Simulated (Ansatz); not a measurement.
C6H14Si (`CC(C)[Si]C(C)C`), relaxed with RKS PBE-D4/def2-SVP in Ansatz 0.2.0 from a rough embedded geometry. The force threshold is 0.03 eV/Å; the program also tests the step.

The species carries charge 0 and has multiplicity 1.

Start:

```xyz
21

C     0.061   -2.318    0.174
C    -0.919   -1.224   -0.389
C    -2.332   -1.815   -0.445
Si   -0.863    0.372    0.509
C     0.811    1.261    0.423
C     0.939    2.531    1.293
C     1.256    1.568   -1.012
H     1.124   -1.897    0.109
H    -0.115   -2.526    1.225
H     0.073   -3.180   -0.415
H    -0.608   -0.995   -1.402
H    -2.664   -2.123    0.556
H    -3.040   -1.102   -0.905
H    -2.299   -2.739   -1.029
H     1.534    0.529    0.842
H     0.275    3.308    0.957
H     1.966    2.939    1.249
H     0.717    2.321    2.359
H     1.264    0.685   -1.621
H     2.266    2.069   -1.004
H     0.553    2.339   -1.475
```

```
         step  energy (eV)  largest force (eV/Å)  largest move (Å)
            1  -14306.1407                 2.937             0.000
            2  -14306.6573                 1.029             0.191
            3  -14306.7316                 0.384             0.078
            4  -14306.7405                 0.126             0.063
            5  -14306.7409                 0.067             0.043
            6  -14306.7426                 0.019             0.024
            7  -14306.7429                 0.013             0.013
            8  -14306.7436                 0.041             0.070
            9  -14306.7444                 0.065             0.077
           10  -14306.7456                 0.084             0.052
           11  -14306.7475                 0.111             0.071
           12  -14306.7495                 0.122             0.052
           13  -14306.7536                 0.103             0.077
           14  -14306.7567                 0.135             0.083
           15  -14306.7581                 0.084             0.018
16 (rejected)  -14306.7567                 0.127             0.060
           17  -14306.7594                 0.013             0.029
```

End:

```xyz
21

C     0.179   -2.110   -0.008
C    -0.926   -1.095   -0.375
C    -2.303   -1.771   -0.443
Si   -0.876    0.298    0.979
C     0.772    1.219    0.537
C     0.876    2.580    1.245
C     1.260    1.287   -0.915
H     1.199   -1.688   -0.107
H     0.071   -2.484    1.035
H     0.125   -3.006   -0.667
H    -0.683   -0.658   -1.370
H    -2.588   -2.206    0.539
H    -3.104   -1.058   -0.726
H    -2.316   -2.598   -1.187
H     1.441    0.504    1.098
H     0.243    3.339    0.738
H     1.917    2.970    1.238
H     0.539    2.528    2.300
H     1.308    0.291   -1.400
H     2.276    1.735   -0.981
H     0.591    1.924   -1.531
```

It took 29 s on 2 threads of an AMD EPYC 7R13 on a shared host and a share of an NVIDIA H100 80 GB, with 0.84 GiB of host memory at the peak.
